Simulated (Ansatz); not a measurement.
C5H15NO4W (`C[N]=[W]([O]C)([O]C)([O]C)[O]C`) from Hartree–Fock to CCSD(T)

```xyz
26

C    -0.2182   -2.9567    0.9569
N    -0.1777   -1.5924    0.5920
W    -0.0273    0.1070    0.3255
O     1.5153    0.3303   -0.8177
C     1.8139   -0.2934   -2.0311
O     1.1048    0.8387    1.6441
C     2.4671    0.9329    1.9155
O    -1.0513    0.2245   -1.3126
C    -1.1803    1.4132   -2.0387
O    -1.4845    0.9963    1.1693
C    -2.8698    0.8509    1.0857
H     0.7683   -3.4198    0.8510
H    -0.5392   -3.0724    1.9974
H    -0.9229   -3.5017    0.3197
H     0.9175   -0.4059   -2.6523
H     2.2334   -1.2920   -1.8590
H     2.5519    0.3034   -2.5766
H     2.7861    0.1064    2.5602
H     2.6750    1.8770    2.4273
H     3.0368    0.8964    0.9801
H    -1.7696    1.2241   -2.9408
H    -1.6883    2.1900   -1.4508
H    -0.2008    1.8068   -2.3418
H    -3.1742    0.6240    0.0568
H    -3.2108    0.0349    1.7330
H    -3.3553    1.7772    1.4067
```

Charge 0, multiplicity 1. Correlated methods include outer-core shells of W, which these sets cover unevenly. W: def2 effective core potential. The structure was optimised at the PBE0-D4/def2-TZVP level. It is one conformer, not always the lowest. Frozen core, restricted reference, the Gaussian-basis code of Ansatz.

| basis | HF (Eh) | MP2 corr. | CCSD corr. | (T) | CCSD(T) total |
| --- | --- | --- | --- | --- | --- |
| def2-SVP | ? | -2.02536 | -2.06159 | -0.07807 | ? |
| def2-TZVPP | -618.68455 | ? | ? | ? | ? |
| def2-QZVPP | -618.71152 | -2.76940 | – | – | – |

(1) Fill in the withheld values. (Estimate.)

Answers

(1) Ansatz gave: def2-SVP HF (Eh): -617.99953; def2-SVP CCSD(T) total: -620.13919; def2-TZVPP MP2 corr.: -2.56648; def2-TZVPP CCSD corr.: -2.57075; def2-TZVPP (T): -0.12275; def2-TZVPP CCSD(T) total: -621.37805.
